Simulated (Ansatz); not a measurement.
Ansatz (an electronic-structure program) input (CCSD(T)/cc-pVTZ):

Ansatz 0.2 input:
```yaml
crystal:
  periodic: [false, false, false]
  atoms:
    - {symbol: C, position_ang: [1.94648363, -0.21094909, 0.05212896]}
    - {symbol: C, position_ang: [0.59340743, -0.44803454, -0.30404180]}
    - {symbol: O, position_ang: [0.24700570, -1.33937389, -1.08778195]}
    - {symbol: C, position_ang: [-0.47635748, 0.46391506, 0.33099350]}
    - {symbol: O, position_ang: [-0.14710893, 1.33797494, 1.09831740]}
    - {symbol: C, position_ang: [-1.89632517, 0.18760559, -0.06571630]}
    - {symbol: H, position_ang: [2.71451270, -0.83692188, -0.37981553]}
    - {symbol: H, position_ang: [2.20490600, 0.57919755, 0.74119285]}
    - {symbol: H, position_ang: [-2.00287915, 0.27036074, -1.14923705]}
    - {symbol: H, position_ang: [-2.15917266, -0.84208561, 0.18501585]}
    - {symbol: H, position_ang: [-2.55979157, 0.88541867, 0.43837414]}
basis:
  gaussian:
    orbitals: cc-pVTZ
magnetization: {spin_polarized: true, initial_magnetization: 1}
correlation: {method: ccsd_t, electrons: outside_noble_gas}
```

End of the output:

```
mean field evaluation 1: about -8271.5150 eV, gradient 3.4e1 eV
mean field evaluation 2: about -8271.5187 eV, gradient 3.4e1 eV
mean field evaluation 4: about -8276.8437 eV, gradient 4.4e0 eV
mean field evaluation 8: about -8277.2134 eV, gradient 6.3e-1 eV
mean field evaluation 16: about -8277.2509 eV, gradient 8.4e-6 eV
mean field evaluation 32: about -8274.9005 eV, gradient 1.1e1 eV
mean field evaluation 64: about -8275.8458 eV, gradient 2.6e-3 eV
mean field evaluation 96: about -8275.7303 eV, gradient 9.1e-4 eV
mean field -8277.25088153 eV, -304.1833593742 hartree, gradient 8.4e-6 eV, S^2 0.959777; 6 other end points of the search recorded, 0 dependent functions left out
determinant -8277.25088153 eV, -304.1833593742 hartree, with singles and doubles -8307.37676017 eV, -305.2904649941 hartree
determinant -8275.84580029 eV, -304.1317235910 hartree, with singles and doubles -8305.97026444 eV, -305.2387772294 hartree
determinant -8275.73025916 eV, -304.1274775328 hartree, with singles and doubles -8306.07793414 eV, -305.2427340178 hartree
6 core orbitals not correlated
reference -8277.25088153 eV, -304.1833593742 hartree; 17, 16 occupied and 227, 228 virtual orbitals, 1458 factors
second order -28.65950528 eV of doubles, -0.00000000 eV of singles
coupled cluster: 5.02 GiB planned
cycle   1  -29.82098159 eV  change    -2.6e0 eV  update   3.1e-2
cycle   2  -29.89882691 eV  change   -7.8e-2 eV  update   7.4e-3
cycle   3  -29.89558424 eV  change    3.2e-3 eV  update   3.8e-3
cycle   4  -29.89941960 eV  change   -3.8e-3 eV  update   2.1e-3
cycle   5  -29.90345734 eV  change   -4.0e-3 eV  update   1.2e-3
cycle   6  -29.90537894 eV  change   -1.9e-3 eV  update   6.5e-4
cycle   7  -29.90623093 eV  change   -8.5e-4 eV  update   2.8e-4
cycle   8  -29.90640921 eV  change   -1.8e-4 eV  update   1.4e-4
cycle   9  -29.90630836 eV  change    1.0e-4 eV  update   7.1e-5
cycle  10  -29.90624299 eV  change    6.5e-5 eV  update   3.3e-5
cycle  11  -29.90624970 eV  change   -6.7e-6 eV  update   1.4e-5
coupled cluster: 5.10 GiB planned
perturbative correction -1.32420735 eV, -0.0486637225 hartree
Total energy: -8308.48133858 eV, -305.3310575020 hartree
```

It need not be the lowest isomer of its formula.

The determinant is spin-contaminated: <S^2> is 0.96 against 0.75 for a pure state.
